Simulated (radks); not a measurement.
Excited configurations of Dy III: one electron is placed in a higher orbital outside [Xe] 4f9. The ground configuration is [Xe] 4f10. Method: non-relativistic Kohn-Sham, SCAN, spin-unpolarised, spherical densities, point nucleus; meta-GGA in the generalised Kohn-Sham scheme; relativity is left out, which matters for an element this heavy; computed with a radial shooting solver on a logarithmic mesh with Libxc functionals. Excitation = E - E(ground); binding = E(ion) - E, where the ion is the core of charge +3; n* = 3/sqrt(2 binding) in atomic units, and the quantum defect is n - n*.

[
 {"outer orbital": "5d", "excitation (eV)": "9.317", "binding (eV)": "20.026", "quantum defect": "2.527", "eigenvalue (eV)": "-15.297", "<r> (bohr)": "2.260"},
 {"outer orbital": "5f", "excitation (eV)": "21.755", "binding (eV)": "7.589", "quantum defect": "0.983", "eigenvalue (eV)": "-6.025", "<r> (bohr)": "5.868"},
 {"outer orbital": "6s", "excitation (eV)": "11.150", "binding (eV)": "18.194", "quantum defect": "3.406", "eigenvalue (eV)": "-15.612", "<r> (bohr)": "3.469"},
 {"outer orbital": "6p", "excitation (eV)": "14.996", "binding (eV)": "14.348", "quantum defect": "3.079", "eigenvalue (eV)": "-12.152", "<r> (bohr)": "4.076"},
 {"outer orbital": "6d", "excitation (eV)": "19.971", "binding (eV)": "9.372", "quantum defect": "2.385", "eigenvalue (eV)": "-7.775", "<r> (bohr)": "5.680"},
 {"outer orbital": "6f", "excitation (eV)": "24.363", "binding (eV)": "4.981", "quantum defect": "1.042", "eigenvalue (eV)": "-4.140", "<r> (bohr)": "10.19"},
 {"outer orbital": "7s", "excitation (eV)": "19.855", "binding (eV)": "9.489", "quantum defect": "3.408", "eigenvalue (eV)": "-8.167", "<r> (bohr)": "6.582"},
 {"outer orbital": "7d", "excitation (eV)": "23.607", "binding (eV)": "5.736", "quantum defect": "2.380", "eigenvalue (eV)": "-4.863", "<r> (bohr)": "9.861"},
 {"outer orbital": "7f", "excitation (eV)": "25.823", "binding (eV)": "3.520", "quantum defect": "1.102", "eigenvalue (eV)": "-2.971", "<r> (bohr)": "15.52"}
]

The Delta-SCF ionisation energy is 29.343 eV (NIST Atomic Spectra Database: 22.89 eV, semi-empirical). Self-interaction in the functional shifts the binding energies and quantum defects, so they are the method's values and not measured ones. Relativity is left out here, which matters for elements this heavy. Spin polarisation and multiplet splitting are left out, so open shells lie too high by an amount that depends on their filling.

Beside tabulated values, note that spin-unpolarised runs miss the spin-polarisation part of the exchange energy of open shells.
